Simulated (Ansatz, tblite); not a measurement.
Spin states of Mg3O2⁺, each relaxed with PBE-D4/def2-SVP in Ansatz. Electronic energies in the gas phase.

The xTB rows come from tblite. B3LYP takes the VWN-RPA correlation. Correlated methods freeze 5 core orbitals; core or outer-core shells of Mg are correlated, in sets that lack core-valence functions. The structure comes from a short search, and lower isomers may exist.

Doublet geometry (C2v within 0.1 Å):

```xyz
5

Mg   -0.946   -0.278   -1.093
Mg   -0.226    2.307    1.345
Mg    1.065   -0.941    0.383
O     0.174   -1.769   -1.032
O    -0.067    0.681    0.397
```

Quartet geometry (Cs within 0.1 Å):

```csv
atom,x (Å),y (Å),z (Å)
Mg1,-0.082,-1.634,0.013
Mg2,1.940,0.976,-1.337
Mg3,-1.114,1.087,0.502
O4,-1.069,-0.652,1.372
O5,0.324,0.222,-0.551
```

⟨S²⟩: doublet 0.75 at PBE0-D4/def2-TZVP (pure 0.75), quartet 3.76 at PBE0-D4/def2-TZVP (pure 3.75).

Run but left out: HF/def2-SVP, MP2/def2-SVP, CCSD/def2-SVP, CCSD(T)/def2-SVP (flagged by the program: other roots).

Only these spin states were relaxed.

| level | quartet − doublet (kcal/mol) | lowest of these |
| --- | --- | --- |
| GFN1-xTB | 54.8 | doublet |
| BLYP-D4/def2-TZVP | 46.1 | doublet |
| r2SCAN-D4/def2-TZVP | 44.8 | doublet |
| B3LYP-D4/def2-TZVP | 46.3 | doublet |
| PBE0-D4/def2-TZVP | 46.2 | doublet |
| CAM-B3LYP-D4/def2-TZVP | 50.9 | doublet |
| PBE-QIDH/def2-TZVP | 53.8 | doublet |
| MP2/def2-TZVP | 67.0 | doublet |

Change of the quartet − doublet gap on mixing in exact exchange, in kcal/mol: BLYP to B3LYP (20 % exact exchange) 0.2.

The xTB methods have no spin-polarisation term.
